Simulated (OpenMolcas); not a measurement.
Yb3+: moving or changing the point charges

Yb3+ among 6 point charges of -1 e arranged as an octahedron (Oh), 2.36 Å from the ion.

- Program: OpenMolcas
- Method: CASSCF
- Basis: ANO-RCC-VDZP [7s6p4d2f1g]
- Scalar Hamiltonian: DKH2, point nucleus
- Active space: 13 electrons in 7 orbitals (4f)
- State averaging: 2S+1 = 2 odd, 7 roots
- Spin-orbit coupling: RASSI with atomic mean-field integrals over the reference wave functions

Runs around this geometry, states (labels of O, the rotations of Oh). Energies in cm-1 above the lowest state or level, χT in cm3 K/mol; under a threefold ground state the first gap can be a small split of the lowest multiplet, not the spin-orbit step.

```
R (Å)  Ground state  First state of that spin  First gap with spin-orbit (degeneracies)  Width of lowest J  χT at 300 K
 2.36           2T1                 2T2 170.2                              112.3 (2, 4)                269        2.525
 2.46           2T1                 2T2 138.3                               91.4 (2, 4)                220        2.541
 2.78           2T1                  2T2 74.7                               49.6 (2, 4)                121        2.565
```

Taking the width of the lowest J multiplet as R^-n, n = -ln(121 / 269) / ln(2.78 / 2.36) = 4.9 between the shortest and longest distance.

Point charges carry no covalency, so the field is a model and not that of real ligands. No measured value stands beside these numbers.
